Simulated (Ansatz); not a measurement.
`BC(B)C` + `C=C(F)S` → `C=C(F)SC` + `BCB`  (substitution at a C–C bond)

Gas-phase electronic energies from Ansatz, PBE0-D4/def2-TZVP geometries. CBS: MP2 limit from def2 TZ/QZ plus the TZ coupled-cluster correction, frozen cores. DFT in def2-TZVPP. One conformer a species, not always the lowest.

```csv
level,ΔE (kJ/mol)
r2SCAN0-D4,-13.8
BHLYP-D4,-14.3
B2PLYP,-15.0
MP2/def2-SVP,-5.9
```

(1) What does CCSD(T)/CBS give? (Best estimate.)

Largest T1 diagnostic among the species: 0.012.

## Answers

(1) The calculation gave: -13.2 kJ/mol. The listed levels differ from it by -0.6, -1.1, -1.8, 7.3 kJ/mol.

Leaving LDA and LC-ωPBE aside and taking each functional with its dispersion term where it has one, the values, not all of them listed here, spread over 3.1 kJ/mol, from BLYP-D4 to CAM-B3LYP-D4. LDA lies +7.1 kJ/mol from PBE without D4. At CCSD(T), def2-SVP lies +9.0 kJ/mol from the extrapolated value and def2-TZVPP +2.1 kJ/mol.
